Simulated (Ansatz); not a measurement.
Molecule: HS2, net charge -1, singlet state. It need not be the lowest isomer of its formula. Whether it binds its extra electron was not tested at this geometry. 
Geometry from a B3LYP-D3(BJ)/def2-TZVP (Ansatz, a quantum-chemistry and plane-wave program) optimisation:
```
S
H 1 1.3545
S 1 2.1097 2 102.24
```
Charge -1, spin multiplicity 1.

Basis-set convergence of Hartree-Fock and CCSD(T) correlation energies (hartree) with Ansatz. Valence correlation only, unless marked. Spin-orbit coupling is left out. No relativistic terms.

| basis | functions | E(HF) | E(corr, CCSD(T)) | rough core time |
|---|---|---|---|---|
| def2-SVPD | 62 | -795.42620 | -0.32803 | under 20 s |
| def2-TZVPPD | 119 | -795.69358 | -0.41589 | under 20 s |
| def2-QZVPPD | 191 | -795.71504 | -0.44674 | 29 s |

Extrapolating the two largest sets (X = 3 and 4) as X^-3: E(corr) = (64·(-0.44674) - 27·(-0.41589))/37 = -0.4693 Eh, an estimate of the basis-set limit. The largest set recovers 95.2 % of it, the smallest 69.9 %.
